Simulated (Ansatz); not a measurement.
The cluster Mn2O4⁺: single points at one geometry.

```yaml
crystal:
  periodic: [false, false, false]
  atoms:
    - {symbol: Mn, position_ang: [-1.735081, 0.787731, 1.588517]}
    - {symbol: Mn, position_ang: [0.088436, -0.021626, -0.066140]}
    - {symbol: O, position_ang: [1.305474, -0.592403, -1.199920]}
    - {symbol: O, position_ang: [2.145753, -1.005708, -1.995811]}
    - {symbol: O, position_ang: [-1.732192, -0.314786, 0.278081]}
    - {symbol: O, position_ang: [-0.072379, 1.146791, 1.395274]}
basis:
  gaussian: {orbitals: def2-TZVP, initial_orbitals: start.molden}
total_charge: 1
magnetization: {spin_polarized: true, initial_magnetization: 1}
hamiltonian: {xc: pbe0, dispersion: d4}
scf: {omitted_lower_state_checks: [starts]}
output: {orbitals: {seedname: orbitals}}
```

The file start.molden holds the orbitals of an earlier run on this structure, at another level or in another basis.

```sh
$ ansatz run in.yaml --threads 4 --pin off --events-out ev --progress --plain --max-ram 4787MiB
```

It prints (some lines left out):

```
Functional definition: PBE0
1624 factors; their error is unknown
mean field evaluation 1: about -70797.4387 eV, gradient 1.4e2 eV
mean field evaluation 2: about -70802.8191 eV, gradient 6.7e0 eV
mean field evaluation 4: about -70803.5023 eV, gradient 4.2e-2 eV
mean field evaluation 8: about -70803.7199 eV, gradient 1.6e-5 eV
mean field -70803.71993201 eV, -2601.9887150163 hartree, gradient 1.6e-5 eV, S^2 5.196803; 0 other end points of the search recorded, 0 dependent functions left out
reference -70803.71996804 eV, -2601.9887163403 hartree; 41, 40 occupied and 173, 174 virtual orbitals, 1624 factors
Total energy: -70803.85154032 eV, -2601.9935515323 hartree
Checks for a lower state left out: starts
```

It took 9.5 s on 4 threads of Arm Neoverse V2 on a shared host, peak host memory 0.93 GiB.

First input, but with `gaussian: {orbitals: STO-3G}`, `hamiltonian: {xc: hf}` (abridged; 2.7 s):

```
Functional definition: HF
mean field evaluation 16: about -69943.2075 eV, gradient 5.0e0 eV
mean field evaluation 32: about -69945.0273 eV, gradient 2.1e-1 eV
mean field -69945.03097210 eV, -2570.4324777800 hartree, gradient 6.6e-6 eV, S^2 6.452713
Total energy: -69945.03097210 eV, -2570.4324777800 hartree
Checks for a lower state left out: starts
```

First input, but with `hamiltonian: {xc: r2scan, dispersion: d4}` (abridged; 11 s):

```
Functional definition: r2SCAN
mean field -70820.48033082 eV, -2602.6046483118 hartree, gradient 1.9e-5 eV, S^2 4.872877
Total energy: -70820.51526072 eV, -2602.6059319621 hartree
Checks for a lower state left out: starts
```

First input, but with `gaussian: {orbitals: def2-SVP, initial_orbitals: start.molden}`, `hamiltonian: {xc: pbe, dispersion: d4}` (abridged; 3 s):

```
Functional definition: PBE
mean field -70786.31842756 eV, -2601.3492215230 hartree, gradient 1.3e-5 eV, S^2 4.400496
Total energy: -70786.47407229 eV, -2601.3549413612 hartree
Checks for a lower state left out: starts
```

First input, but with `hamiltonian: {xc: hf}` (abridged; 17 s):

```
Functional definition: HF
mean field evaluation 16: about -70719.2274 eV, gradient 6.2e-5 eV
mean field -70719.22737379 eV, -2598.8836707728 hartree, gradient 9.4e-6 eV, S^2 6.417945
Total energy: -70719.22737379 eV, -2598.8836707728 hartree
Checks for a lower state left out: starts
```

The first input with `hamiltonian: {xc: {name: CAM-B3LYP}, dispersion: d4}` (abridged; 11 s):

```
Functional definition: CAM-B3LYP
mean field -70824.47350370 eV, -2602.7513947086 hartree, gradient 5.9e-5 eV, S^2 5.229395
Total energy: -70824.60991826 eV, -2602.7564078512 hartree
Checks for a lower state left out: starts
```

As the first input, with `gaussian: {orbitals: def2-SVP, initial_orbitals: start.molden}` (abridged; 3.3 s):

```
Functional definition: PBE0
mean field -70785.34270330 eV, -2601.3133643177 hartree, gradient 3.4e-5 eV, S^2 5.217001
Total energy: -70785.47434954 eV, -2601.3182022279 hartree
Checks for a lower state left out: starts
```

Geometry: PBE-D4/def2-SVP.

The structure holds 1 bond(s) between oxygen atoms. At PBE0-D4/def2-TZVP, HF/STO-3G, r2SCAN-D4/def2-TZVP, PBE-D4/def2-SVP and others the charge 1 doublet is spin-contaminated (final ⟨S²⟩ up to 6.45, 0.75 for a pure state). No other spin state of charge 1 was run. The geometry of the doublet was relaxed on an unsound state (⟨S²⟩ 4.40, where a pure state has 0.75). Another isomer (doublet) lies 0.60 eV lower at PBE0-D4/def2-TZVP; other spin states weren't run for this one.
